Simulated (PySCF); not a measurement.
PySCF 2.14 output of an unrestricted PBE calculation on a single atom or ion in aug-cc-pVQZ-DK, with the spin-free X2C one-electron Hamiltonian (Gaussian nucleus):

```
SCF conv_tol = 1e-09
number electrons alpha = 13  beta = 10
    J. P. Perdew, K. Burke, and M. Ernzerhof.,  Phys. Rev. Lett. 77, 3865 (1996)
    J. P. Perdew, K. Burke, and M. Ernzerhof.,  Phys. Rev. Lett. 78, 1396 (1997)
    J. P. Perdew, K. Burke, and M. Ernzerhof.,  Phys. Rev. Lett. 77, 3865 (1996)
    J. P. Perdew, K. Burke, and M. Ernzerhof.,  Phys. Rev. Lett. 78, 1396 (1997)
cycle= 1 E= -948.616088470861  delta_E= -0.0118  |g|= 0.0139  |ddm|= 2.58
cycle= 2 E= -948.616189929116  delta_E= -0.000101  |g|= 0.00302  |ddm|= 0.824
cycle= 3 E= -948.616196947397  delta_E= -7.02e-06  |g|= 0.00244  |ddm|= 0.23
cycle= 4 E= -948.616198726166  delta_E= -1.78e-06  |g|= 0.000164  |ddm|= 0.0436
cycle= 5 E= -948.616198924008  delta_E= -1.98e-07  |g|= 2.18e-05  |ddm|= 0.0514
cycle= 6 E= -948.616198927495  delta_E= -3.49e-09  |g|= 4.78e-06  |ddm|= 0.0063
cycle= 7 E= -948.616198927525  delta_E= -3.05e-11  |g|= 1.41e-07  |ddm|= 0.000503
converged SCF energy = -948.616198927525  <S^2> = 3.7515094  2S+1 = 4.0007546
```

The run itself started from symmetry-adapted Hartree-Fock orbitals and held the occupation by maximum overlap, on a logarithmic radial grid, so the iterations belong to that start.

Question: Which element, charge and spin multiplicity is this?

Answer: V (vanadium, neutral), multiplicity 4; the state was [Ar] 3d2 4s2 5s1, high-spin 4F determinant (an excited configuration).

The outer electron is Rydberg-like, and this basis confines it to a smaller radius and binds it less than a complete one would.
